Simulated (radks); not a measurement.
Values are calculated unless marked as measured or tabulated.
Effect of the nuclear size on neutral technetium, [Kr] 4d5 5s2. Code: a radial shooting solver on a logarithmic mesh with Libxc functionals. Model: Dirac Kohn-Sham, exchange-only LDA, spin-unpolarised, spherical densities, finite nucleus; open shells fill j = l - 1/2 first; Fermi nuclear charge, rms radius 4.4112 fm. The rms radius is varied about that value; shifts are against it.

rms radius (fm),total energy shift (eV),density at nucleus (e/bohr^3),1s1/2 shift (meV),2s1/2 shift (meV),3p1/2 shift (meV),4s1/2 shift (meV),4p1/2 shift (meV)
3.6128,-0.552,1.02e+05,-233,-25.1,0.366,-0.737,0.098
4.0407,-0.268,1.007e+05,-113,-12.2,0.178,-0.358,0.047
4.4112,0,9.973e+04,0.000,0.000,0.000,0.000,0.000
4.8479,0.343,9.867e+04,145,15.6,-0.227,0.458,-0.061
5.2096,0.649,9.787e+04,274,29.5,-0.430,0.866,-0.115

Slopes of the eigenvalues against <r^2> in GHz/fm^2, as finite differences over the two radii next to the reference (eigenvalue slopes, not the field-shift constants of lines): 1s1/2 8710, 2s1/2 938, 3p1/2 -13.6, 4s1/2 27.5, 4p1/2 -3.64.
